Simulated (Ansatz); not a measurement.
Calculated with Ansatz (gas phase, PBE0-D4/def2-TZVP geometries, no zero-point term in ΔE). CCSD(T)/CBS adds triple-zeta CCSD(T) − MP2 to the extrapolated MP2 energy (def2 sets, frozen cores). This one scheme is used for every species. Functionals use def2-TZVPP. B3LYP here is the variant with VWN-RPA as its local correlation; programs differ in this. Elements past krypton have def2 core potentials. For In outer-core shells are correlated without core-valence functions, which leaves a few kJ/mol of doubt a bond. One conformer a species, not always the lowest.

`C[CH2][In]([OH])[SH]` + `NB(S)Cl` → `[OH][In]([SH])[Cl]` + `CCB(N)S`  (redistribution)

```tsv
level	ΔE (kJ/mol)	difference from CCSD(T)/CBS
PBE-D4	-50.3	4.4
PBE0-D4	-57.3	-2.6
B3LYP-D4	-56.7	-2.0
ωB97X-V	-60.4	-5.7
ωB97M-V	-58.4	-3.7
B2PLYP	-55.3	-0.6
PBE	-49.9	4.8
r2SCAN	-57.2	-2.5
PBE0	-56.9	-2.2
B3LYP	-56.4	-1.7
HF/def2-TZVPP	-78.4	-23.7
MP2/def2-TZVPP	-48.1	6.6
SCS-MP2/def2-TZVPP	-51.7	3.0
SCS-MP2/def2-QZVPP	-52.6	2.1
MP2/CBS(def2)	-49.2	5.5
CCSD/CBS(def2)	-57.8	-3.1
CCSD(T)/CBS	-54.7	0
```

Largest T1 diagnostic among the species: 0.015.

In def2-TZVPP, CCSD(T) changes the Hartree–Fock value by +24.8 kJ/mol (the triples alone add +3.0 kJ/mol) and MP2 by +30.3 kJ/mol. From PBE to PBE0 (25 % exact exchange), in def2-TZVPP and without D4, ΔE moves by −7.0 kJ/mol.
